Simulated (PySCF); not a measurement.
HI2Si, SMILES I[SiH]I (connectivity only; charge and spin as stated), charge +1, multiplicity 1. Geometry optimised at PBE-D3(BJ)/def2-SVP. The spin state was assumed, not searched. The isomer is the one that the SMILES or the coordinates give; other isomers of the formula were not compared. The def2 effective core potentials stand for the cores of I; spin–orbit coupling is left out.

The numbers are results of PBE-D3(BJ)/def2-SVP in PySCF 2.14.0, not measurements.

Harmonic wavenumbers (cm⁻¹): 94, 333, 411, 493, 718, 2212. Rotational constants (GHz): 13.44, 0.4636, 0.4481; symmetry number 2.

**Question.** Work out the zero-point energy and the ideal-gas rigid-rotor harmonic-oscillator thermochemistry at 298.15 K and 1 atm.

**Answer.** ZPE = ½ Σ hcν = ½ × 4262 cm⁻¹ = 6.09 kcal/mol. H − E(el) = 9.57 kcal/mol. Entropy in cal/(mol K): translation 42.82, rotation 27.76, vibration 6.71, total 77.28. G − E(el) = -13.47 kcal/mol. Cp = 15.02 cal/(mol K). Modes under 150 cm⁻¹ make the vibrational entropy uncertain.
